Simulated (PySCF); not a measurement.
C₆H₈F₂O.
Numbering: `[CH3:1][C@@H:2]1[CH2:3][CH2:4][C:5]([F:6])=[C:7]([F:8])[O:9]1` (hydrogens: H10, H11, H12 on C1; H13 on C2; H14, H15 on C3; H16, H17 on C4)

The closed-shell SCF was solved with PySCF and density fitting under several settings on one GFN2-xTB geometry (grid level 2 and gas phase unless stated).

```csv
settings,basis functions,SCF cycles,E (Eh),HOMO (eV),LUMO (eV),dipole (D)
PBE0/pcSseg-1,193,14,-507.7371,-6.42,0.87,4.01
PBE0/def2-SVPD,253,14,-507.4471,-6.51,0.44,4.09
"B97-2/pcSseg-1, grid level 3",193,14,-508.1123,-6.17,0.85,4.01
LC-wPBE/3-21G,97,12,-505.2439,-8.55,3.92,3.95
"OPBE/MINI, start guess atom",53,10,-504.3833,-6.22,-1.25,2.99
```

Q: Estimate the rows for these settings: (1) HSE06/def2-SVPD, energy threshold 1e-07 Eh; (2) KT2/def2-SVPD, grid level 1, start guess sap.

A: 
```
                                    settings  basis functions  SCF cycles     E (Eh)  HOMO (eV)  LUMO (eV)  dipole (D)
  HSE06/def2-SVPD, energy threshold 1e-07 Eh              253           9  -507.4896      -6.12       0.08        4.09
KT2/def2-SVPD, grid level 1, start guess sap              253          18  -515.7411      -5.26      -0.29        3.92
```

Q: Over all rows, what range does the HOMO–LUMO gap span?

A: From 4.97 eV to 12.47 eV.

Q: Compare two rows with the functional PBE0: PBE0/pcSseg-1 and PBE0/def2-SVPD. Which energy is lower, and by how much?

A: PBE0/pcSseg-1 (193 functions) lies 0.2900 Eh or 182 kcal/mol below PBE0/def2-SVPD (253 functions). The smaller set gives the lower energy; the two sets aren't nested, so the variational bound doesn't order them by size.

Cycle counts include a coarse-grid stage where the run had one. KT2 was designed for NMR shieldings or shifts; total energies of different functionals aren't comparable.

One conformer stands for the species.
